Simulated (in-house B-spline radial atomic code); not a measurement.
**Au⁺: [Xe] 4f14 5d10**

Computed with an all-electron radial atomic-structure program (B-spline basis): Dirac-Kohn-Sham BLYP, spherical fractional occupations, Fermi nucleus of rms radius 5.4371 fm.

Z_r = [3n² - l(l+1)]/(2<r>); Z_e = n√(-2ε); the last column is Slater's effective charge. Values are occupation-weighted means over j. An effective charge above Z reflects the relativistic contraction of the inner shells.

| shell | electrons | ε (eV) | <r> (bohr) | Z_r | Z_e | Slater |
| --- | --- | --- | --- | --- | --- | --- |
| 1s | 2 | -80626 | 0.01687 | 88.91 | 76.98 | 78.70 |
| 2s | 2 | -14222 | 0.07047 | 85.15 | 64.66 | 74.85 |
| 2p | 6 | -12420 | 0.06368 | 78.52 | 60.43 | 74.85 |
| 3s | 2 | -3362.7 | 0.1833 | 73.64 | 47.16 | 67.75 |
| 3p | 6 | -2831.3 | 0.184 | 67.93 | 43.28 | 67.75 |
| 3d | 10 | -2208.4 | 0.1677 | 62.62 | 38.22 | 57.85 |
| 4s | 2 | -736.13 | 0.407 | 58.97 | 29.42 | 51.25 |
| 4p | 6 | -559.72 | 0.4321 | 53.23 | 25.66 | 51.25 |
| 4d | 10 | -333.41 | 0.4587 | 45.78 | 19.80 | 39.85 |
| 5s | 2 | -116.55 | 0.9279 | 40.41 | 14.63 | 21.35 |
| 4f | 14 | -89.245 | 0.4994 | 36.05 | 10.24 | 28.45 |
| 5p | 6 | -69.33 | 1.07 | 34.10 | 11.29 | 21.35 |
| 5d | 10 | -15.277 | 1.584 | 21.78 | 5.30 | 7.85 |

The least bound orbital is 5d5/2 at -14.65 eV, and it is also the most diffuse (<r> = 1.613 bohr).

Spin-orbit splittings of the orbital energies (j = l + 1/2 above j = l - 1/2 when positive): 2p 1836 eV, 3p 405.1 eV, 3d 87.08 eV, 4p 97.19 eV, 4d 18.1 eV, 4f 3.812 eV, 5p 16.51 eV, 5d 1.565 eV.

For the 1s electron the small component carries 9 % of the norm, the zero-frequency Breit interaction raises the level by 303 eV, self-energy by 193.8 eV, and vacuum polarisation lowers it by 39.53 eV.

The density falls to 0.001 bohr⁻³ at 3.806 bohr; Σ<r²> = 48.727 bohr² gives, by the non-relativistic formula and without the paramagnetism of open shells, a Langevin diamagnetic susceptibility of -38.59×10⁻⁶ cm³/mol.
